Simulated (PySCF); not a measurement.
**A search over the determinants of KNa**

Unrestricted PBE0; PySCF, no relativity, basis sets K 6-31G(d,p), Na 6-31G(d,p). Outer shells of the fragments: K 4s1; Na 3s1.

Followed along the bond (rough minima from three points):

```
2Ms+1  unpaired  ⟨S²⟩ at the start  R at minimum (Å)  Te (eV)
    1      none               0.00              3.54     0.00
    3  σ ↑, π ↑               2.00              3.52     1.33
    3      σ ↑↑               2.00  none in the scan   ≤ 0.59
```

Solutions found at the starting distance of 3.520 Å, counted from the lowest of them; the search is not exhaustive and high or unbound solutions are not listed, so other states can lie among these:

```json
{"2Ms+1": "1", "unpaired": "none", "term": "¹Σ⁺", "E (eV)": "0.00", "⟨S²⟩": "0.00", "⟨Lz²⟩": "0.00", "μ (D)": "-2.95"}
{"2Ms+1": "3", "unpaired": "σ ↑↑", "term": "³Σ⁺", "E (eV)": "0.81", "⟨S²⟩": "2.00", "⟨Lz²⟩": "0.00", "μ (D)": "0.58"}
{"2Ms+1": "3", "unpaired": "σ ↑, π ↑", "term": "³Π", "E (eV)": "1.33", "⟨S²⟩": "2.00", "⟨Lz²⟩": "1.01", "μ (D)": "-2.86"}
{"2Ms+1": "1", "unpaired": "σ ↑, π ↓", "term": "mixed", "E (eV)": "1.65", "⟨S²⟩": "1.00", "⟨Lz²⟩": "1.00", "μ (D)": "-1.42"}
{"2Ms+1": "3", "unpaired": "σ ↑, δ ↑", "term": "³Δ", "E (eV)": "3.15", "⟨S²⟩": "2.00", "⟨Lz²⟩": "4.00", "μ (D)": "2.95"}
{"2Ms+1": "1", "unpaired": "σ ↑, δ ↓", "term": "mixed", "E (eV)": "3.19", "⟨S²⟩": "1.00", "⟨Lz²⟩": "4.00", "μ (D)": "2.53"}
```

A term symbol is given only where ⟨S²⟩ and ⟨Lz²⟩ are close to those of a pure state; real π, δ and φ orbitals otherwise mix terms. A positive dipole means K(−)Na(+).

Counting both spins, an empty level lies below a filled one in some of these solutions, because spin and occupation are held.
